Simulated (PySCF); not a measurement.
C₂H₅NO₂Si, SMILES O1CO[SiH2]N=C1. Atoms are numbered in the order given.

```xyz
11

C      1.5128    -0.1907    -0.2798
N      0.7132    -1.1608    -0.4403
Si    -0.9506    -0.9889     0.0377
O     -1.0359     0.6063     0.6134
C     -0.1659     1.4814    -0.0243
O      1.2122     1.0872     0.0565
H      2.6061    -0.2842    -0.3905
H     -1.2975    -1.8786     1.1690
H     -1.8646    -1.2104    -1.1147
H     -0.2119     2.4667     0.4590
H     -0.4084     1.5838    -1.1025
```

Coordinates come from a B3LYP-D3(BJ)/def2-SVP optimisation. The structure was generated by enumeration, and PubChem lists no compound with its InChIKey, so it may never have been made. Other conformers were not sampled.

These are SMD-M06-2X/def2-SVP (PySCF) values and carry that method's errors.

Solvation free energies are E(SMD) − E(gas) at the gas-phase geometry, for 1 M in both phases. In vacuum the dipole moment is 1.25 D.

Computed solvation free energies in water, ethanol, toluene:
```tsv
solvent	ΔG(solv) (kcal/mol)	its non-electrostatic (CDS) part	dipole (D)
water	-3.5	3.4	1.71
ethanol	-4.0	2.3	1.70
toluene	-2.4	-0.2	1.45
```
